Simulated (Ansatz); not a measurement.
These are B3LYP-D3(BJ)/def2-TZVP in Ansatz (a first-principles code) values and carry that method's errors. No frequencies were computed at this level.

Ansatz 0.2 input:
```yaml
crystal:
  periodic: [false, false, false]
  atoms:
    - { symbol: C, position_ang: [2.069707, -0.331645, -0.16646] }
    - { symbol: C, position_ang: [0.883761, -0.350679, 0.021805] }
    - { symbol: C, position_ang: [-0.508409, -0.386096, 0.248757] }
    - { symbol: C, position_ang: [-1.325886, 0.610339, -0.070239] }
    - { symbol: H, position_ang: [3.105638, -0.315231, -0.330889] }
    - { symbol: H, position_ang: [-0.879432, -1.294204, 0.708762] }
    - { symbol: H, position_ang: [-0.960719, 1.514868, -0.527742] }
    - { symbol: H, position_ang: [-2.38466, 0.552646, 0.116006] }
basis:
  gaussian: { orbitals: def2-tzvp }
hamiltonian:
  xc: b3lyp
  dispersion: d3bj
relax:
  max_steps: 150
```

Output:

```
Functional definition: B3LYP
896 factors; their error is unknown
mean field evaluation 1: about -4204.4112 eV, gradient 5.7e1 eV
mean field evaluation 2: about -4202.8141 eV, gradient 6.0e1 eV
mean field evaluation 4: about -4212.2483 eV, gradient 6.1e0 eV
mean field evaluation 8: about -4212.3297 eV, gradient 9.4e-2 eV
mean field evaluation 16: about -4212.3218 eV, gradient 3.5e-5 eV
mean field -4212.32181887 eV, -154.7999716291 hartree, gradient 3.5e-5 eV, S^2 0.000000; 0 other end points of the search recorded, 0 dependent functions left out
reference -4212.32206163 eV, -154.7999805506 hartree; 14, 14 occupied and 134, 134 virtual orbitals, 896 factors
relax step   1: F+E_penalty+E_count = -4212.55057335 eV  Δ(F+E_penalty+E_count) = +0.000e0 eV  max|allowed force component| = 5.324e-1 eV/Å  Δτ_max = 0.0000 Å  (28 SCF iters, accepted)
these checks for a lower state are left out or cut short: starts, cluster_reference, orbital_swaps, neighbouring_geometries, increment
896 factors; their error is unknown
mean field -4212.33191649 eV, -154.8003427099 hartree, gradient 1.7e-5 eV, S^2 0.000000; 0 other end points of the search recorded, 0 dependent functions left out
reference -4212.33215977 eV, -154.8003516502 hartree; 14, 14 occupied and 134, 134 virtual orbitals, 896 factors
relax step   2: F+E_penalty+E_count = -4212.55991125 eV  Δ(F+E_penalty+E_count) = -9.338e-3 eV  max|allowed force component| = 1.153e-1 eV/Å  Δτ_max = 0.0208 Å  (33 SCF iters, accepted)
these checks for a lower state are left out or cut short: starts, cluster_reference, orbital_swaps, neighbouring_geometries, increment
896 factors; their error is unknown
mean field -4212.33357474 eV, -154.8004036496 hartree, gradient 1.7e-5 eV, S^2 0.000000; 0 other end points of the search recorded, 0 dependent functions left out
reference -4212.33381822 eV, -154.8004125972 hartree; 14, 14 occupied and 134, 134 virtual orbitals, 896 factors
relax step   3: F+E_penalty+E_count = -4212.56121490 eV  Δ(F+E_penalty+E_count) = -1.304e-3 eV  max|allowed force component| = 4.031e-2 eV/Å  Δτ_max = 0.0112 Å  (34 SCF iters, accepted)
these checks for a lower state are left out or cut short: starts, cluster_reference, orbital_swaps, neighbouring_geometries, increment
896 factors; their error is unknown
mean field evaluation 32: about -4212.3384 eV, gradient 1.8e0 eV
mean field -4212.33377491 eV, -154.8004110057 hartree, gradient 1.7e-5 eV, S^2 0.000000; 0 other end points of the search recorded, 0 dependent functions left out
reference -4212.33401848 eV, -154.8004199565 hartree; 14, 14 occupied and 134, 134 virtual orbitals, 896 factors
relax step   4: F+E_penalty+E_count = -4212.56130805 eV  Δ(F+E_penalty+E_count) = -9.315e-5 eV  max|allowed force component| = 1.658e-1 eV/Å  Δτ_max = 0.0129 Å  (32 SCF iters, accepted)
these checks for a lower state are left out or cut short: starts, cluster_reference, orbital_swaps, neighbouring_geometries, increment
896 factors; their error is unknown
mean field -4212.33394427 eV, -154.8004172294 hartree, gradient 1.7e-5 eV, S^2 0.000000; 0 other end points of the search recorded, 0 dependent functions left out
reference -4212.33418779 eV, -154.8004261785 hartree; 14, 14 occupied and 134, 134 virtual orbitals, 896 factors
relax step   5: F+E_penalty+E_count = -4212.56146714 eV  Δ(F+E_penalty+E_count) = -1.591e-4 eV  max|allowed force component| = 1.861e-2 eV/Å  Δτ_max = 0.0025 Å  (33 SCF iters, accepted)
these checks for a lower state are left out or cut short: starts, cluster_reference, orbital_swaps, neighbouring_geometries, increment
896 factors; their error is unknown
mean field -4212.33397497 eV, -154.8004183575 hartree, gradient 1.7e-5 eV, S^2 0.000000; 0 other end points of the search recorded, 0 dependent functions left out
reference -4212.33421848 eV, -154.8004273066 hartree; 14, 14 occupied and 134, 134 virtual orbitals, 896 factors
relax step   6: F+E_penalty+E_count = -4212.56148002 eV  Δ(F+E_penalty+E_count) = -1.288e-5 eV  max|allowed force component| = 3.572e-3 eV/Å  Δτ_max = 0.0013 Å  (33 SCF iters, accepted)
896 factors; their error is unknown
mean field evaluation 64: about -4212.3417 eV, gradient 4.8e-1 eV
mean field -4212.33397497 eV, -154.8004183575 hartree, gradient 1.7e-5 eV, S^2 0.000000; 1 other end points of the search recorded, 0 dependent functions left out
reference -4212.33421848 eV, -154.8004273066 hartree; 14, 14 occupied and 134, 134 virtual orbitals, 896 factors
Total energy: -4212.56172353 eV, -154.8087879629 hartree
Atom 0 at     2.087232    -0.343782    -0.163752 Å, force    -0.003269     0.000573     0.000387 eV/Å
Atom 1 at     0.897760    -0.341230     0.015552 Å, force     0.001049    -0.000330    -0.000250 eV/Å
Atom 2 at    -0.503260    -0.374141     0.242668 Å, force     0.003572    -0.001406    -0.000062 eV/Å
Atom 3 at    -1.340641     0.615888    -0.070466 Å, force     0.000147     0.001008    -0.000390 eV/Å
Atom 4 at     3.136837    -0.337341    -0.325782 Å, force    -0.000065    -0.000504     0.000189 eV/Å
Atom 5 at    -0.888663    -1.278674     0.703200 Å, force     0.000642     0.000307    -0.000005 eV/Å
Atom 6 at    -0.989337     1.530063    -0.530214 Å, force     0.000201     0.000189     0.000042 eV/Å
Atom 7 at    -2.399929     0.529215     0.128795 Å, force    -0.002276     0.000163     0.000088 eV/Å
Dipole moment:    -0.085453     0.015593     0.006028 e Å
```

Cost: roughly 30 core-seconds.
